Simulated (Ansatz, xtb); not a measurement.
## Al2Cl2F2H2O2: which of two isomers lies lower

Structure X: `[F][Al@-]1([Cl])[OH+][Al@-]([F])([Cl])[OH+]1`, a singlet. Structure Y: `[F][Al@-]1([Cl])[OH+][Al@@-]([F])([Cl])[OH+]1`, a singlet. Both are isolated molecules in the gas phase, relaxed with PBE0-D4/def2-SVP.

Question: Estimate E(Y) − E(X) at the level CCSD(T)/def2-SVP + ΔMP2/def2-TZVPP.

Answer: CCSD(T)/def2-SVP + ΔMP2/def2-TZVPP gives E(Y) − E(X) = −0.21 kJ/mol, slightly favouring structure Y, which is too small a margin to settle the true order.

The same difference at several levels:

```csv
level,geometry,E(Y) − E(X) (kJ/mol),departure from the last row (kJ/mol),"job, with rough time for the two"
PBE0-D4/def2-SVP,PBE0-D4/def2-SVP,−0.11,+0.09,"optimisation, 73 s"
HF/def2-SVP,PBE0-D4/def2-SVP,+0.18,+0.39,part of the CCSD(T) run
MP2/def2-SVP,PBE0-D4/def2-SVP,−0.08,+0.12,part of the CCSD(T) run
CCSD(T)/def2-SVP,PBE0-D4/def2-SVP,0.00,+0.21,single point
CCSD(T)/def2-SVP + ΔMP2/def2-TZVPP,PBE0-D4/def2-SVP,−0.21,,"single point, 1.7 min"
```

As drawn, both hold the same kinds of bond in the same numbers.

The largest departure from CCSD(T)/def2-SVP + ΔMP2/def2-TZVPP is that of HF/def2-SVP, 0.39 kJ/mol. Levels run at GFN2-xTB geometries aren't shown. The last row adds to CCSD(T) the change of the MP2 difference between the two basis sets, here −0.21 kJ/mol.

With thermal terms from frequencies at re-optimised GFN2-xTB minima (ideal gas, soft modes damped towards free rotors, one conformer each, 298.15 K, 1 atm): the zero-point term adds −0.15 kJ/mol; ΔH is −0.29 and ΔG −0.46 kJ/mol.

The correlated steps freeze 24 core orbitals. Programs: Ansatz 0.2.0, xtb 6.7.1; the last row on 2 threads of Intel(R) Xeon(R) Platinum 8488C (Sapphire Rapids) on a shared host.
